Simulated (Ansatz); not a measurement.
Geometry optimisation, Ansatz 0.2.0, RKS B3LYP/def2-SVP.

Input:

```yaml
crystal:
  periodic: [false, false, false]
  atoms:
    - { symbol: Ge, position_ang: [-0.951947, -0.376489, 0.461827] }
    - { symbol: H, position_ang: [1.671407, -0.083412, 1.232168] }
    - { symbol: H, position_ang: [1.665615, 0.432563, 0.730194] }
    - { symbol: Ge, position_ang: [-1.178788, 1.885918, -0.721142] }
    - { symbol: H, position_ang: [-2.642691, 1.916032, -1.251558] }
    - { symbol: H, position_ang: [-1.03104, 3.129102, 0.193364] }
    - { symbol: H, position_ang: [-0.257694, 2.078422, -1.948479] }
    - { symbol: F, position_ang: [-0.583462, -1.251935, -1.034774] }
basis:
  gaussian: { orbitals: def2-SVP }
hamiltonian:
  xc: b3lyp
relax:
  f_tol: 0.03
  max_steps: 50
```

Launched with:

```bash
$ ansatz run input.yaml --threads 2 --pin off --max-ram 3072MiB --backend cpu --events-out ev --progress --plain --runs-dir out
```

**Question.** Where does it end, and by what steps?

**Answer.** The forces met the threshold. After 9 steps the energy has fallen by 0.047 eV; H7 moved furthest, 0.23 Å.

| step | energy less start (eV) | largest force component (eV/Å) | accepted |
| --- | --- | --- | --- |
| 0 | 0.0000 | 1.272 | yes |
| 1 | -0.0326 | 0.456 | yes |
| 2 | 0.0756 | 1.408 | no |
| 3 | -0.0293 | 0.354 | no |
| 4 | -0.0434 | 0.116 | yes |
| 5 | -0.0449 | 0.050 | yes |
| 6 | -0.0456 | 0.051 | yes |
| 7 | -0.0461 | 0.031 | yes |
| 8 | -0.0464 | 0.036 | yes |
| 9 | -0.0466 | 0.018 | yes |

```xyz
8
Properties=species:S:1:pos:R:3
Ge -0.929 -0.388 0.544
H 1.569 -0.018 1.083
H 1.591 0.512 0.531
Ge -1.149 1.861 -0.666
H -2.539 1.883 -1.359
H -1.101 3.099 0.269
H -0.096 2.072 -1.782
F -0.654 -1.291 -0.958
```

Whether the end is a true minimum wasn't checked by a vibrational analysis.

Time of the run: 23 s on 2 threads of Arm Neoverse V2, with other jobs on the host, peak memory 0.24 GiB.
